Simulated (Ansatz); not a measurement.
`[SiH3][O][In]([Cl])[Cl]` + HCl → `[Cl][In]([Cl])[Cl]` + `O[SiH3]`  (ligand exchange at the In–O bond)

Program: Ansatz. Geometries: PBE0-D4/def2-TZVP. ΔE: electronic, gas phase. CCSD(T)/CBS adds triple-zeta CCSD(T) − MP2 to the extrapolated MP2 energy (def2 sets, frozen cores). This one scheme is used for every species. Functionals use def2-TZVPP. HSE06 is defined as in plane-wave codes. Elements past krypton have def2 core potentials. For In outer-core shells are correlated without core-valence functions, which leaves a few kJ/mol of doubt a bond. Each species was taken in one conformer, which may not be the lowest.

| level | ΔE (kJ/mol) | difference from CCSD(T)/CBS |
| --- | --- | --- |
| revPBE-D4 | -72.2 | -7.6 |
| r2SCAN-D4 | -73.2 | -8.6 |
| r2SCAN0-D4 | -77.1 | -12.5 |
| HSE06-D4 | -77.2 | -12.6 |
| BHLYP-D4 | -74.7 | -10.1 |
| CAM-B3LYP-D4 | -69.5 | -4.9 |
| ωB97X-V | -70.5 | -5.9 |
| PBE-QIDH | -74.4 | -9.8 |
| r2SCAN0 | -78.3 | -13.7 |
| RPA@PBE/def2-TZVPP | -59.4 | 5.2 |
| HF/def2-SVP | -81.7 | -17.1 |
| HF/def2-TZVPP | -82.2 | -17.6 |
| SCS-MP2/def2-TZVPP | -64.5 | 0.1 |
| MP2/def2-QZVPP | -65.6 | -1.0 |
| SCS-MP2/def2-QZVPP | -64.3 | 0.3 |
| HF/CBS(def2) | -80.1 | -15.5 |
| CCSD(T)/CBS | -64.6 | 0 |

Largest T1 diagnostic among the species: 0.014.

In def2-TZVPP, CCSD(T) changes the Hartree–Fock value by +18.1 kJ/mol (the triples alone add +2.2 kJ/mol) and MP2 by +16.3 kJ/mol. From BLYP to BHLYP (50 % exact exchange), in def2-TZVPP and without D4, ΔE moves by −5.9 kJ/mol.
